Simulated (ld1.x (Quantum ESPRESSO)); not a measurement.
How hard is this hydrogen PAW potential?

```json
{
 "Element": "hydrogen (H)",
 "Generator": "ld1.x (Quantum ESPRESSO) 7.5",
 "Type": "PAW",
 "Functional": "revPBE",
 "Relativity": "scalar-relativistic",
 "Frozen core": "none",
 "Valence charge": "1",
 "Reference configuration": "1s1",
 "Partial waves": "1s (bound): rcut 0.85, rcutus 0.95 bohr; 1s channel at 1.15 Ry: rcut 0.85, rcutus 0.95 bohr; 2p channel at 0.25 Ry: rcut 0.75, rcutus 0.80 bohr; 2p channel at 2.15 Ry: rcut 0.75, rcutus 0.80 bohr",
 "Local potential": "all-electron potential smoothed inside 0.75 bohr (lloc = -1)",
 "Core correction": "none",
 "Augmentation charge": "BESSEL, radius 0.70 bohr"
}
```

The pseudo-atom Hamiltonian at the reference potential is diagonalised in spherical Bessel functions j_l(qr) that vanish at 20 bohr, with q² up to the cutoff. All-electron valence levels (Ry): 1s -0.4810.

Task: How do the lowest levels (Ry) of each channel move with the cutoff, and are there ghosts?

Result:

| cutoff (Ry) | s #1 | s #2 | p #1 | d #1 | d #2 | f #1 | f #2 | Σ f·Δε (mRy) |
| --- | --- | --- | --- | --- | --- | --- | --- | --- |
| 8 | -0.4299 | 0.0076 | 0.0252 | 0.0757 | 0.1804 | 0.1187 | 0.2561 | 51.1 |
| 12 | -0.4541 | 0.0062 | 0.0251 | 0.0757 | 0.1804 | 0.1187 | 0.2561 | 26.8 |
| 15 | -0.4620 | 0.0057 | 0.0251 | 0.0757 | 0.1804 | 0.1187 | 0.2561 | 18.9 |
| 21 | -0.4736 | 0.0051 | 0.0251 | 0.0757 | 0.1804 | 0.1187 | 0.2561 | 7.3 |
| 25 | -0.4762 | 0.0050 | 0.0251 | 0.0757 | 0.1804 | 0.1187 | 0.2561 | 4.8 |
| 35 | -0.4798 | 0.0048 | 0.0251 | 0.0757 | 0.1804 | 0.1187 | 0.2561 | 1.1 |
| 40 | -0.4804 | 0.0047 | 0.0251 | 0.0757 | 0.1804 | 0.1187 | 0.2561 | 0.5 |
| 50 | -0.4808 | 0.0047 | 0.0251 | 0.0757 | 0.1804 | 0.1187 | 0.2561 | 0.1 |
| 400 | -0.4809 | 0.0047 | 0.0251 | 0.0757 | 0.1804 | 0.1187 | 0.2561 | 0.0 |

Result: no extra level below or beside the all-electron valence levels (s, p, d, f tested); 10 mRy is reached at 21 Ry and 1 mRy at 40 Ry.
